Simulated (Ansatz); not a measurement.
`O=C=N[SiH]F`, charge 0, multiplicity 2.

Question: Give a relaxed structure at PBE0-D4/def2-TZVP (Ansatz). (An estimate is asked.)

Answer: The calculation gave: 
```xyz
6

O    -1.0934   -2.3406   -1.0660
C    -0.6673   -1.3880   -0.5568
N    -0.2213   -0.4286    0.0074
Si    0.1839    1.2117    0.2040
F     1.7046    1.4078   -0.2406
H     0.0934    1.5377    1.6520
```
